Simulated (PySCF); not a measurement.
**r2SCAN on Ge (germanium, neutral)**

Configuration: [Ar] 3d10 4s2 4p1 5s1, high-spin 3P determinant (an excited configuration). All numbers are calculated (PySCF 2.14, scalar relativity through the core potential, in aug-cc-pVQZ-PP with ECP10MDF).

| Item | Value |
| --- | --- |
| Total energy | -294.2389 hartree |
| One-electron energy | -518.9731 hartree |
| Hartree (Coulomb) energy | 249.2651 hartree |
| Exchange-correlation energy | -24.5308 hartree |
| ⟨S²⟩ | 2.0050 |
| ⟨L²⟩ | 2.052 |
| Sum of ⟨r⟩ | 25.39 bohr |
| Sum of ⟨r²⟩ | 70.70 bohr² |
| Traceless quadrupole moment −½Σ⟨3z² − r²⟩ along its main axis | -0.242 e·bohr² |

```csv
shell,electrons,mean orbital energy (hartree),spread (hartree),"rms radius, mean of both spins (bohr)"
3s α,1,-6.45466,0,0.672
3s β,1,-6.45332,0,0.672
3p α,3,-4.54337,0.01334,0.704
3p β,3,-4.54175,0.01700,0.704
3d α,5,-1.27246,0.01168,0.822
3d β,5,-1.26835,0.01816,0.822
4s α,1,-0.58270,0,2.19
4s β,1,-0.54865,0,2.19
4p α,1,-0.27767,0,2.85
5s α,1,-0.06990,0,6.50
```

Energies and moments cover only the electrons outside the core potential. The outer electron is Rydberg-like, and this basis confines it to a smaller radius and binds it less than a complete one would.
